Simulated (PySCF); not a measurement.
C₃H₃ (SMILES C#C[CH2]), doublet (typed; the unrestricted solution is spin-contaminated), geometry from GFN2-xTB. Base run: HF/def2-SV(P) (PySCF).

Input for PySCF:
```python
from pyscf import gto, scf

mol = gto.Mole()
mol.atom = '''
    C     1.308152   -0.191299    0.146541
    C     0.109010   -0.015941    0.012211
    C    -1.220566    0.178491   -0.136729
    H     2.339136   -0.342066    0.262033
    H    -1.592478    1.026360   -0.682815
    H    -1.926236   -0.511798    0.288645
'''
mol.basis = 'def2-sv(p)'
mol.charge = 0
mol.spin = 1
mol.verbose = 5
mol.build()

mf = scf.UHF(mol)
mf.kernel()
mo_i, mo_e, stable_i, stable_e = mf.stability(internal=True, external=True, return_status=True, nroots=6, tol=1e-6)
print('internally stable:', stable_i, ' externally stable:', stable_e)
if not stable_i:
    umf = mf.copy()
    umf.scf_summary = {}
    umf.kernel(umf.make_rdm1(mo_i, mf.mo_occ))
```

The bond that is stretched is that between atoms 5 and 3. A test that says stable can miss a lower solution.

Each row names what was changed in the base input (with any setting that the change needs).

| change | ΔE vs base (kcal/mol) | <S^2> | E after following the instability (Eh) | <S^2> there | stability test says |
|---|---|---|---|---|---|
| base | 0.000 | 0.962 | - | - | stable |
| bond × 1.25 | 18.72 | 0.992 | - | - | stable |
| bond × 1.5 | 49.35 | 1.239 | - | - | stable |
| bond × 1.8 | 94.6 | 0.954 | -115.01109 | 1.37 | internal instability |
| bond × 2.2 | 135.0 | 0.933 | -115.03297 | 1.98 | internal instability |
| bond × 3.0 | 113.6 | 0.750 | -114.99792 | 1.71 | internal instability |

On stretching, the SCF can end on different states; <S^2> shows the spin contamination of each.
